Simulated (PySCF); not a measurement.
4-fluoro-N-methylaniline, C7H8FN.
Z-matrix (Å and degrees, PBE0-D3(BJ)/def2-SVP geometry), rows numbered from 1:
```
C 
N   1  1.4322
C   2  1.3768  1  122.57
C   3  1.4067  2  121.91  1   -11.68
C   4  1.3937  3  120.83  2  -178.75
C   5  1.3860  4  119.83  3    -0.34
F   6  1.3376  5  119.77  4  -179.60
C   6  1.3906  5  120.64  4     0.17
C   8  1.3883  6  119.55  5     0.04
H   1  1.1037  2  111.46  3    66.12
H   1  1.1084  2  113.37  3   -55.26
H   1  1.0982  2  109.26  3  -175.74
H   2  1.0094  1  116.72  3   153.50
H   4  1.0905  3  120.27  2     1.14
H   5  1.0918  4  120.90  3   179.94
H   8  1.0917  6  119.38  5  -179.91
H   9  1.0936  3  119.33  2    -0.89
```

Linear response at CAM-B3LYP/def2-SVPD (PySCF, frozen core in the response, non-relativistic).

Static isotropic polarisability: 91.91 au (13.62 Å³), principal values 56.9, 95.7, 123.1 au.

Q: What is the polarisability at 1064 nm and at the sodium D line?

A: 93.11 au at 1064 nm (+1.3 %), 96.11 au at 589.3 nm (+4.6 %). The rise at 589.3 nm is 3.51 times that at 1064 nm; a pure ω² law gives 3.26. The lowest singlet lies at 272 nm, shorter than both wavelengths.

Q: What is the isotropic C6 coefficient between two such molecules, C6 = (3/π)∫α(iω)² dω?

A: 3243 au (Eh·bohr⁶) by a ten-point quadrature over imaginary frequencies, which is 1940 eV·Å⁶ or 187 J·nm⁶/mol.

Q: Which effective excitation energy ω̄ makes London's formula C6 = (3/4)α²ω̄ exact here?

A: ω̄ = 4·C6/(3α²) = 0.512 Eh = 13.9 eV. A one-pole form α(ω) = α/(1 − ω²/ω̄²) fitted to the 1064 nm value gives 10.3 eV.

Q: How many electrons N does the Slater–Kirkwood formula C6 = (3/4)·√N·α^(3/2) need to give this C6?

A: N = (4·C6/3)²/α³ = 24.1; the species has 66 electrons in all.

Q: What molar refraction at the D line follows from R = (4π/3)·N_A·α′, with α′ the polarisability volume?

A: α′ = 14.24 Å³ gives R = 35.93 cm³/mol, for isolated, non-vibrating species.

Q: The lowest 6 singlets have (eV, f): 4.55, 0.055; 5.36, 0.001; 5.56, 0.187; 6.01, 0.011; 6.33, 0.001; 6.56, 0.003. What share of the static polarisability do they carry in the sum over states α = Σ f/ω²?

A: 6.76 au, 7.4 % of α; the largest term, 4.49 au, is that of the state at 5.56 eV. Their oscillator strengths add up to 0.26. Higher states carry the rest.

Q: How anisotropic is the static polarisability, by Δα² = ½[(α1 − α2)² + (α2 − α3)² + (α3 − α1)²]?

A: Δα = 57.6 au, or 0.63 of the isotropic value.

Q: What n − 1 at the D line would an ideal gas of it have at 273.15 K and 1 atm (2.6868 × 10¹⁹ cm⁻³), by n − 1 = 2π·N·α′?

A: 24.04 × 10⁻⁴, a formal value whether or not that pressure can be reached.

One conformer stands for the species.
